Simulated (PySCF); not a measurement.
Bi(Et)(OH)2 (C₂H₇BiO₂), SMILES C[CH2][Bi]([OH])[OH].

Geometry optimised at B3LYP-D3(BJ)/def2-SVP. The def2 effective core potentials stand for the cores of Bi; spin–orbit coupling is left out. One conformer was computed; it need not be the lowest.

These are TDA-CAM-B3LYP/def2-SVPD in PySCF values and carry that method's errors.

Vertical excitations. Isolated molecule, no solvent.

```json
[
 {"state": "S1", "energy (eV)": "5.04", "λ (nm)": "246", "f": "0.012", "main pairs": "HOMO→LUMO 49 %, HOMO→LUMO+1 48 %"},
 {"state": "S2", "energy (eV)": "5.17", "λ (nm)": "240", "f": "0.016", "main pairs": "HOMO→LUMO 47 %, HOMO→LUMO+1 46 %"},
 {"state": "S3", "energy (eV)": "6.00", "λ (nm)": "207", "f": "0.010", "main pairs": "HOMO−1→LUMO 90 %"},
 {"state": "S4", "energy (eV)": "6.37", "λ (nm)": "195", "f": "0.002", "main pairs": "HOMO−2→LUMO+1 60 %, HOMO−1→LUMO+1 20 %, HOMO−2→LUMO 9 %"},
 {"state": "S5", "energy (eV)": "6.47", "λ (nm)": "192", "f": "0.063", "main pairs": "HOMO−1→LUMO+1 35 %, HOMO−2→LUMO 31 %, HOMO−2→LUMO+1 23 %"},
 {"state": "S6", "energy (eV)": "6.62", "λ (nm)": "187", "f": "0.019", "main pairs": "HOMO→LUMO+3 74 %, HOMO→LUMO+2 15 %"},
 {"state": "S7", "energy (eV)": "6.81", "λ (nm)": "182", "f": "0.020", "main pairs": "HOMO−2→LUMO 38 %, HOMO−3→LUMO 23 %, HOMO−1→LUMO+1 19 %"},
 {"state": "S8", "energy (eV)": "6.99", "λ (nm)": "177", "f": "0.513", "main pairs": "HOMO→LUMO+2 65 %, HOMO→LUMO+3 11 %"},
 {"state": "S9", "energy (eV)": "7.04", "λ (nm)": "176", "f": "0.059", "main pairs": "HOMO−3→LUMO+1 83 %"},
 {"state": "S10", "energy (eV)": "7.26", "λ (nm)": "171", "f": "0.137", "main pairs": "HOMO−4→LUMO 52 %, HOMO−1→LUMO+2 11 %, HOMO−3→LUMO 11 %"},
 {"state": "T1", "energy (eV)": "4.55", "λ (nm)": "273", "f": "0", "main pairs": "HOMO→LUMO 64 %, HOMO→LUMO+1 23 %"},
 {"state": "T2", "energy (eV)": "4.57", "λ (nm)": "272", "f": "0", "main pairs": "HOMO→LUMO+1 68 %, HOMO→LUMO 26 %"},
 {"state": "T3", "energy (eV)": "5.29", "λ (nm)": "235", "f": "0", "main pairs": "HOMO→LUMO+2 70 %"},
 {"state": "T4", "energy (eV)": "5.48", "λ (nm)": "226", "f": "0", "main pairs": "HOMO−1→LUMO 78 %"}
]
```
Triplets are in the Tamm–Dancoff approximation.
